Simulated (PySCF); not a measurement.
## A series of derivatives of [BH3-][N+]#CC

Parent skeleton `[BH3-:1][N+:2]#[C:3][CH3:4]`; one hydrogen on atom 1 is replaced by X. Hydrogens on one atom are averaged.

Non-relativistic, fast rotation and ring inversion assumed for equivalent nuclei, one computed conformer, gas phase. PBE0/pcSseg-1 with gauge-including orbitals; coordinates at the PBE0-D3(BJ)/def2-SVP level; PySCF 2.14.0 with density-fitted response routines.

Shifts are taken against calculated references (same method and geometry level): ¹¹B (σ = 100.73 ppm) against BF3·OEt2; NH3 for ¹⁵N (σ = 265.67 ppm); ¹³C (σ = 184.41 ppm), ¹H (σ = 31.27 ppm) against TMS.

Parent (X = H): B1 -36.4, N2 238.2, C3 113.1, C4 2.2, H(B1) 2.13, H(C4) 2.18 ppm. Effects are Δδ = δ(X) − δ(H), positive for deshielding.

**Question.** Order these by the shift of H(B1), most shielded first.
A. X = CH2OCH3
B. X = F
C. X = N-pyrrolyl

**Answer.** A (+0.16 ppm), C (+1.31 ppm), B (+1.49 ppm).

**Question.** Order these by the shift of C3, most shielded first.
A. X = 2-pyridyl
B. X = N-pyrrolyl
C. X = cBu

**Answer.** C (+2.4 ppm), A (+4.7 ppm), B (+6.9 ppm).

Experimental scales use liquid or dissolved standards, which lie at an offset from isolated NH3 (liquid NH3: subtract about 20 ppm). Unscaled 15N shifts of sp2 nitrogen come out 20 to 40 ppm too high even then.
